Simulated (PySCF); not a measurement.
Compound: CH10OP2Si2.
Atom-mapped SMILES: `[CH3:1][O:2][SiH2:3][SiH:4]([PH2:5])[PH2:6]` (hydrogens: H7, H8, H9 on C1; H10, H11 on Si3; H12 on Si4; H13, H14 on P5; H15, H16 on P6)

Method: PySCF, PBE0-D3(BJ)/def2-SVP geometry optimisation, gas phase; density fitting, grid level 1; the optimiser is geomeTRIC in internal coordinates, started from a GFN2-xTB structure.

Step 9: E = -37550.7014 eV
```
atom  x, y, z in Å  |  force x, y, z in eV/Å
C1     -2.9646   -0.1962    0.1196    0.014   0.027   0.019
O2     -1.6413    0.1295   -0.2054    0.060  -0.057  -0.050
Si3    -0.3033   -0.7798    0.2156   -0.086   0.057   0.002
Si4     1.5323    0.1966   -0.8404    0.104  -0.009   0.021
P5      3.4873   -0.5488    0.0598   -0.053  -0.007   0.028
P6      1.4686    2.4493   -0.5797   -0.006   0.040   0.012
H7     -3.1494   -1.2864    0.0971   -0.001  -0.001  -0.009
H8     -3.6383    0.2766   -0.6117   -0.007   0.007   0.011
H9     -3.2343    0.1760    1.1244   -0.005  -0.015   0.007
H10    -0.5419   -2.2184   -0.1361    0.029  -0.017  -0.012
H11    -0.0405   -0.7196    1.6932   -0.020  -0.001   0.012
H12     1.6236   -0.0822   -2.3068   -0.076  -0.019  -0.008
H13     3.0480   -0.3474    1.4077    0.003   0.007  -0.022
H14     3.0695   -1.9189    0.0487    0.024   0.016  -0.007
H15     1.1974    2.3628    0.8231    0.015  -0.015  -0.008
H16     0.0809    2.5165   -0.9203    0.005  -0.014   0.004
```

Step 10: E = -37550.7084 eV
```
atom  x, y, z in Å  |  force x, y, z in eV/Å
C1     -2.9713   -0.1890    0.1080   -0.032  -0.024   0.042
O2     -1.6378    0.1206   -0.1814   -0.024   0.036  -0.076
Si3    -0.3154   -0.8009    0.2444    0.051  -0.003   0.049
Si4     1.5175    0.1737   -0.8188    0.099  -0.012  -0.050
P5      3.4992   -0.5254    0.0502    0.017   0.013  -0.017
P6      1.4704    2.4331   -0.6265    0.001   0.015  -0.005
H7     -3.2258   -1.2312   -0.1617    0.001   0.010  -0.002
H8     -3.6249    0.4810   -0.4709   -0.002   0.004   0.001
H9     -3.2030   -0.0483    1.1800    0.009  -0.003  -0.002
H10    -0.5448   -2.2375   -0.1276    0.016   0.008   0.001
H11    -0.0642   -0.7514    1.7249   -0.039  -0.013  -0.001
H12     1.5745   -0.1411   -2.2814   -0.051  -0.012   0.009
H13     3.1131   -0.2593    1.4007   -0.023   0.000   0.017
H14     3.1043   -1.8984    0.1187   -0.002  -0.014   0.003
H15     1.2227    2.3891    0.7812   -0.001  -0.003   0.018
H16     0.0797    2.4946   -0.9509   -0.019  -0.001   0.013
```

Question: Estimate the geometry and energy of step 11. (The exact step hangs on the optimiser's Hessian estimate; all steps are aligned on step 10, rigid shifts and turns removed.)

Answer: E = -37550.7111 eV, largest force 0.122 eV/Å
```
atom  x, y, z in Å  |  force x, y, z in eV/Å
C1     -2.9754   -0.1892    0.0906   -0.028  -0.028   0.049
O2     -1.6397    0.1080   -0.2037   -0.069   0.045  -0.090
Si3    -0.3202   -0.7994    0.2562    0.093  -0.017   0.066
Si4     1.5130    0.1730   -0.8102    0.041  -0.006  -0.054
P5      3.5071   -0.5165    0.0316    0.039   0.014  -0.028
P6      1.4695    2.4339   -0.6218    0.000  -0.003  -0.010
H7     -3.2276   -1.2426   -0.1334    0.000   0.004  -0.008
H8     -3.6279    0.4531   -0.5203    0.014   0.005  -0.002
H9     -3.2125   -0.0018    1.1540    0.009  -0.001   0.003
H10    -0.5220   -2.2429   -0.1066   -0.004   0.014   0.005
H11    -0.1033   -0.7343    1.7416   -0.026  -0.012  -0.005
H12     1.5277   -0.1510   -2.2720   -0.011  -0.001   0.011
H13     3.1291   -0.2619    1.3862   -0.021  -0.002   0.024
H14     3.1318   -1.8947    0.0938   -0.014  -0.020   0.005
H15     1.2778    2.3868    0.7945   -0.004   0.004   0.020
H16     0.0668    2.4891   -0.8918   -0.019   0.004   0.013
```

The energy changes by -0.0027 eV. The first-order estimate −F·Δx gives -0.0049 eV and the mean of the old and new forces, exact on a quadratic surface, -0.0033 eV. The step makes an angle of 80° with the force vector and moves no atom by more than 0.061 Å.

What follows is the cost of the whole optimisation. Time: 68 s of wall time; peak memory 0.69 GiB. Hardware: one thread of an AMD EPYC 9R45, shared host with 96 logical CPUs at a one-minute load of 29.
